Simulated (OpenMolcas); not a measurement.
## Cr3+: ligand-field states by method

Cr3+ with 6 ligands (fluoride) in tetragonal octahedral coordination (D4h) at 1.93 Å, the axial distance 1.778 Å. A charge of +0.5 e stands 2.8 Å behind each ligand. Ligand basis ANO-RCC-VDZP.
```
Cr    0.0000    0.0000    0.0000
F     1.9300    0.0000    0.0000
F     0.0000    1.9300    0.0000
F    -1.9300    0.0000    0.0000
F     0.0000   -1.9300    0.0000
F     0.0000    0.0000    1.7775
F     0.0000    0.0000   -1.7775
```

```json
{
 "Program": "OpenMolcas",
 "Basis": "ANO-RCC-VDZP [5s4p2d1f]",
 "Scalar Hamiltonian": "DKH2, point nucleus",
 "Active space": "3 electrons in 5 orbitals (3d)",
 "State averaging": "2S+1 = 4 even, 10 roots; 2S+1 = 2 even, 40 roots",
 "Spin-orbit coupling": "state interaction with AMFI integrals over the reference wave functions"
}
```

I. CASSCF
II. SS-CASPT2, IPEA 0.25 Eh, imaginary shift 0.1 Eh (closed shells correlated: 3s 3p and the ligand valence shells)
III. SS-CASPT2, IPEA 0.25 Eh, imaginary shift 0.1 Eh (closed shells correlated: the ligand valence shells only)

Spin-free states (labels of D4, the rotations of D4h) in cm-1, each column counted from its own energy of the first state listed:

| State | Degeneracy | I | II | III |
| --- | --- | --- | --- | --- |
| 4B1 | 1 | 0 | 0 | 0 |
| 4B2 | 1 | 13410 | 15040 | 14640 |
| 4E | 2 | 15826 | 17070 | 16810 |
| 2B1 | 1 | 19241 | 15420 | 16930 |
| 2A1 | 1 | 19520 | 15600 | 17180 |
| 2E | 2 | 20204 | 16330 | 17740 |
| 2A2 | 1 | 20309 | 16460 | 17930 |
| 4E | 2 | 23856 | 23850 | 24260 |

From I to II, I's first state of the same spin (4B2) moves from 13410 to 15040 cm-1, by about +1600 cm-1.

From I to II, I's first state of another spin (2B1) moves from 19241 to 15420 cm-1, by about -3800 cm-1.

χT at 300 K: I 1.83, II 1.84, III 1.84 cm3 K/mol.

Over all roots computed the reference weight is 0.71 to 0.72 in II, 0.73 to 0.74 in III; a low but even weight reflects the number of correlated electrons. Ligand-to-metal charge-transfer states are missing. With no ligand orbital active B as a rule stays too high, so bands that hang on it stand too high and its fall with covalency is understated. Without dynamic correlation the repulsion within the d shell is too large (B by tens of per cent), so at a given field states of lower spin stand too high (holds for I). With metal d orbitals alone and no dynamic correlation the field as a rule comes out too small, by tens of per cent, by up to half for chloride and softer ligands (holds for I). With one d shell and no ligand orbital active, 10Dq can be off by a tenth or more (holds for II; III). No measured value stands beside these numbers; the geometry was imposed, not optimised, and the real ion may take another.
